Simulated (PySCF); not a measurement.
Magnetic susceptibility: `N#CC1=C(Br)OC(=O)C1`, C5H2BrNO2

Cartesian coordinates in Å; atom numbers follow the order of the lines, from 1:
```xyz
11

N     1.7269    2.6016   -0.7725
C     1.1865    1.6356   -0.4750
C     0.4957    0.4712   -0.1200
C     1.0041   -0.6717    0.3807
Br    2.7597   -1.1273    0.7820
O     0.0695   -1.6258    0.6261
C    -1.1709   -1.1350    0.2838
O    -2.1649   -1.7716    0.4058
C    -0.9887    0.2792   -0.2371
H    -1.5620    0.9880    0.3652
H    -1.3506    0.3585   -1.2651
```

Theory: GIAO KT3/pcSseg-1 magnetisability, rotational g tensor and spin-rotation constants, non-relativistic, gas phase (PySCF). Geometry: GFN2-xTB.

The calculation is non-relativistic, which matters for the atoms heavier than Zn.

Task: How diamagnetic is it, and how anisotropic?

Result: Isotropic -1271 × 10⁻³⁰ J/T², or -76.5 × 10⁻⁶ cm³/mol; principal values -1342, -1257, -1214 × 10⁻³⁰ J/T², anisotropy 113 × 10⁻³⁰ J/T² (root of half the summed squared differences of the principal values). The susceptibility is in cgs units.

Task: Split it along the inertial axes a, b, c into diamagnetic and paramagnetic parts about the centre of mass, with the quadrupole moment.

Result: 
```csv
axis,χ (10⁻⁶ cm³/mol),diamagnetic (10⁻⁶ cm³/mol),paramagnetic (10⁻⁶ cm³/mol),summed x² of all electrons (Å²),quadrupole Θ (D Å)
a,-74.0,-837.8,763.9,282.8,+6.18
b,-74.8,-1259.5,1184.6,183.4,-15.61
c,-80.8,-1977.5,1896.7,14.1,+9.42
```
Anisotropies 2χaa − χbb − χcc = +7.7 and 2χbb − χaa − χcc = +5.1 × 10⁻⁶ cm³/mol. Θ is traceless in Buckingham's convention.

Task: And the rotational g tensor?

Result: 
```csv
axis,rotational constant (GHz),g,nuclear part,electronic part
a,1.5009,-0.0334,0.5052,-0.5386
b,0.9162,-0.0145,0.4954,-0.5099
c,0.5709,-0.0114,0.4974,-0.5088
```
Asymmetric top; isotopes 79Br, 12C, 1H, 14N, 16O; no vibrational averaging.
